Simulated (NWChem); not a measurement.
Everything below was run with NWChem. System: In, charge 0, spin multiplicity 2. Its SCF solution wasn't tested for a lower state. Level: UHF/def2-SVP with def2 effective core potentials on In.

Input file:

```
start mol
memory heap 200 mb stack 900 mb global 1100 mb
geometry units angstroms nocenter noautoz
  In     0.000000     0.000000     0.000000
  symmetry group D2h
end
basis spherical
  * library def2-svp
end
ecp
  In library def2-ecp
end
scf
  uhf
  nopen 1
  maxiter 100
  thresh 1e-7
  semidirect memsize 60000000 filesize 0
  # guess.movecs holds the orbitals of an unrestricted PBE0 run
  vectors input guess.movecs output mol.movecs
end
task scf energy
```

Part of the output:

```
             Northwest Computational Chemistry Package (NWChem) 7.3.0
             --------------------------------------------------------

                                NWChem Input Module
                                -------------------

 Scaling coordinates for geometry "geometry" by  1.889725989
 (inverse scale =  0.529177249)

                             Geometry "geometry" -> ""
                             -------------------------

 Output coordinates in angstroms (scale by  1.889725989 to convert to a.u.)

  No.       Tag          Charge          X              Y              Z
 ---- ---------------- ---------- -------------- -------------- --------------
    1 In                  49.0000     0.00000000     0.00000000     0.00000000

 Effective nuclear repulsion energy (a.u.)       0.0000000000

            Nuclear Dipole moment (a.u.)
            ----------------------------
        X                 Y               Z
 ---------------- ---------------- ----------------
     0.0000000000     0.0000000000     0.0000000000

      Symmetry information
      --------------------

 Group name             D2h
 Group number             26
 Group order               8
 No. of unique centers     1

      Symmetry unique atoms

     1


 Summary of "ao basis" -> "" (spherical)
 ------------------------------------------------------------------------------
       Tag                 Description            Shells   Functions and Types
 ---------------- ------------------------------  ------  ---------------------
 *                          def2-svp                  on all atoms

 Summary of "ao basis" -> "ao basis" (spherical)
 ------------------------------------------------------------------------------
       Tag                 Description            Shells   Functions and Types
 ---------------- ------------------------------  ------  ---------------------
 In                         def2-svp                10       26   4s4p2d

                                 NWChem SCF Module
                                 -----------------

  ao basis        = "ao basis"
[...]
   Bfn.  Coefficient  Atom+Function         Bfn.  Coefficient  Atom+Function
  ----- ------------  ---------------      ----- ------------  ---------------
     3      0.712826  1 In s                  4      0.488554  1 In s
     1     -0.477836  1 In s

 Vector   11  Occ=0.000000D+00  E= 2.931399D-02  Symmetry=b1u
              MO Center=  3.8D-16,  1.7D-30,  1.5D-14, r^2= 5.7D+00
   Bfn.  Coefficient  Atom+Function         Bfn.  Coefficient  Atom+Function
  ----- ------------  ---------------      ----- ------------  ---------------
    16      0.809877  1 In pz                13      0.282832  1 In pz

 Vector   12  Occ=0.000000D+00  E= 2.931399D-02  Symmetry=b3u
              MO Center= -3.5D-17, -3.9D-31, -3.9D-17, r^2= 5.7D+00
   Bfn.  Coefficient  Atom+Function         Bfn.  Coefficient  Atom+Function
  ----- ------------  ---------------      ----- ------------  ---------------
    14      0.809877  1 In px                11      0.282832  1 In px

 Vector   13  Occ=0.000000D+00  E= 6.231046D-02  Symmetry=b2u
              MO Center= -3.8D-17, -1.3D-16, -1.6D-16, r^2= 6.0D+00
   Bfn.  Coefficient  Atom+Function         Bfn.  Coefficient  Atom+Function
  ----- ------------  ---------------      ----- ------------  ---------------
    15      0.852248  1 In py                12      0.226126  1 In py

 center of mass
 --------------
 x =   0.00000000 y =   0.00000000 z =   0.00000000

 moments of inertia (a.u.)
 ------------------
           0.000000000000           0.000000000000           0.000000000000
           0.000000000000           0.000000000000           0.000000000000
           0.000000000000           0.000000000000           0.000000000000

  Mulliken analysis of the total density
  --------------------------------------

    Atom       Charge   Shell Charges
 -----------   ------   -------------------------------------------------------
    1 In  21    21.00   2.60 -0.60  1.08  0.92  3.24  2.75  0.44  0.57  9.72  0.28

  Mulliken analysis of the alpha density
  --------------------------------------

    Atom       Charge   Shell Charges
 -----------   ------   -------------------------------------------------------
    1 In  21    11.00   1.30 -0.30  0.52  0.48  1.61  1.38  0.43  0.57  4.85  0.15

   Mulliken analysis of the beta density
   -------------------------------------

    Atom       Charge   Shell Charges
 -----------   ------   -------------------------------------------------------
    1 In  21    10.00   1.30 -0.30  0.56  0.44  1.63  1.37  0.01 -0.00  4.87  0.13

   Mulliken analysis of the spin density
   -------------------------------------

    Atom       Charge   Shell Charges
 -----------   ------   -------------------------------------------------------
    1 In  21     1.00  -0.00 -0.00 -0.04  0.04 -0.01  0.02  0.42  0.57 -0.02  0.02

       Multipole analysis of the density wrt the origin
       ------------------------------------------------

     L   x y z        total         alpha         beta         nuclear
     -   - - -        -----         -----         ----         -------
     0   0 0 0      0.000000    -11.000000    -10.000000     21.000000

     1   1 0 0      0.000000      0.000000      0.000000      0.000000
     1   0 1 0     -0.000000     -0.000000      0.000000      0.000000
     1   0 0 1      0.000000      0.000000      0.000000      0.000000

     2   2 0 0    -16.830787     -9.964373     -6.866414      0.000000
     2   1 1 0     -0.000000     -0.000000     -0.000000      0.000000
     2   1 0 1     -0.000000     -0.000000      0.000000      0.000000
     2   0 2 0    -23.289542    -16.747352     -6.542190      0.000000
     2   0 1 1     -0.000000     -0.000000      0.000000      0.000000
     2   0 0 2    -16.830787     -9.964373     -6.866414      0.000000

 Task  times  cpu:        0.2s     wall:        0.2s

 Total times  cpu:        0.2s     wall:        0.2s
```
